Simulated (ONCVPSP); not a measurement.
## zirconium (Zr), ONCV: configuration errors across variants

- Element: zirconium (Zr)
- Generator: ONCVPSP 4.0.1
- Type: optimised norm-conserving Vanderbilt (ONCV)
- Functional: PBE
- Relativity: fully relativistic
- Frozen core: [Ar] 3d10 4s2
- Valence charge: 10
- Reference configuration: 4p6 4d2 5s1 5p1
- Partial waves: 5s: rc 3.05 bohr, ncon 4, nbas 7, qcut 2.2 1/bohr, 1 projector; 4p+5p: rc 2.00 bohr, ncon 4, nbas 7, qcut 7.6 1/bohr, 2 projectors; 4d: rc 1.75 bohr, ncon 3, nbas 8, qcut 5.9 1/bohr, 3 projectors, debl 3.2 Ha
- Local potential: polynomial inside 1.60 bohr (lpopt 5, dvloc0 2 Ha)
- Core correction: Teter function, fcfact 2.25, rcfact 1.35

Open shells are filled in proportion to 2j + 1.

All-electron excitation energies from the reference (eV): (1) 4p6 4d2 5s2 5p0 -3.039; (2) 4p6 4d2 5s1 5p0 4.098; (3) 4p6 4d2 5s1.5 5p0 -0.159.

A true bound ghost makes a file unfit for plane-wave use even where its test errors are small: the radial tests pick states by their node count and pass the ghost by.

Errors AE − PS in meV (a dash: test not solved or not reliable):

```csv
change,(1),(2),(3),bound ghosts,GHOST(+) flags above zero
base,-3.3,+1.3,-0.6,s,none
"local potential polynomial inside 1.60 bohr (lpopt 5, dvloc0 7.5 Ha)",-3.1,+1.7,-0.7,none,none
"local potential polynomial inside 1.40 bohr (lpopt 5, dvloc0 4 Ha)",-3.3,+1.3,-0.6,s,d3/2
```

**Question.** Give the same row for: p: qcut 7.2.

**Answer.** -3.3, +1.3, -0.7; bound ghosts: s; GHOST(+) flags above zero: none.
